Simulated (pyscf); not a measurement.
## H₂N–ZrH(NH₂)–NH₂, singlet

Gas-phase minimum from PySCF at ωB97X-D3(BJ)/def2-SVP, one conformer. 

```xyz
11

N     -2.3207     0.1044    -2.2129
Zr    -0.6565    -0.7598    -1.4305
N     -0.9737    -1.4725     0.4457
N      0.9608     0.4669    -1.5228
H     -2.3405     0.4763    -3.1633
H     -3.2505     0.2171    -1.8139
H     -0.2628    -2.2510    -2.5141
H     -0.4488    -1.3173     1.3040
H     -1.7259    -2.1306     0.6530
H      1.0490     1.4091    -1.8980
H      1.8846     0.1667    -1.2091
```
Charge 0, spin multiplicity 1.

Bonds (Å): N1–Zr2 2.032, N1–H5 1.021, N1–H6 1.018, Zr2–N3 2.032, Zr2–N4 2.032, Zr2–H7 1.885, N3–H8 1.018, N3–H9 1.021, N4–H10 1.018, N4–H11 1.021. Angles (°): Zr2–N1–H5 122.0, Zr2–N1–H6 130.1, H5–N1–H6 107.9, N1–Zr2–N3 112.1, N1–Zr2–N4 112.2, N1–Zr2–H7 106.6, N3–Zr2–N4 112.2, N3–Zr2–H7 106.6, N4–Zr2–H7 106.6, Zr2–N3–H8 130.1, Zr2–N3–H9 121.9, H8–N3–H9 107.9, Zr2–N4–H10 130.1, Zr2–N4–H11 121.9 (the first ones only).

Properties at ωB97X-D3(BJ)/def2-SVP:

```json
{
 "harmonic_wavenumbers_unscaled": "114, 141, 141, 224, 226, 241, 395, 416, 416, 485, 485, 508, 527, 528, 653, 679, 680, 1514, 1514, 1516, 1641, 3563, 3563, 3565, 3658, 3658, 3658 cm⁻¹",
 "zero_point_energy": "49.6 kcal/mol",
 "rotational_symmetry_number": "3",
 "Entropy of this conformer at 298 K and 1 atm, rigid rotor and harmonic oscillator, modes under 100 cm⁻¹ raised to 100": "361.4 J/(mol K)",
 "dipole_moment": "2.48 D"
}
```

Single-point totals, which compare only within one level:

```
level                   total energy (hartree)
----------------------  ----------------------
ωB97X-D3(BJ)/def2-TZVP              -215.78724
PBE/def2-TZVP                       -215.50561
r²SCAN/def2-TZVP                    -215.62717
B3LYP-D3(BJ)/def2-TZVP              -215.73878
PBE0-D3(BJ)/def2-TZVP               -215.49258
M06-2X/def2-TZVP                    -215.52104
ωB97M-D3(BJ)/def2-TZVP              -215.69715
```

Soft torsions are taken as harmonic, which can shift the entropy by several J/(mol K). Elements past Kr carry the def2 core potentials, without spin-orbit coupling.
